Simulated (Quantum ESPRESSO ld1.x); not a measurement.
Values are calculated unless marked as measured or tabulated.
Problem. These are the eigenvalues of the occupied orbitals of an atom or ion with whole-number occupations (hartree). Code: ld1.x of Quantum ESPRESSO 7.5. Model: scalar-relativistic Kohn-Sham, LDA (Slater exchange, Perdew-Zunger correlation), spin-unpolarised, spherical densities, point nucleus.

1s: -38.0845
2s: -7.04529

Which element is it, and in what charge state? The configuration may be excited.

Solution. Z = 10, neon, charge +6: Ne6+ in [He] 2s2. The 1s level, -38.084 hartree, gives Z - s = 8.7 by -(Z - s)^2/2, which with screening and relativity narrows Z to a few neighbours, and the depths must fix Z and the occupations together.
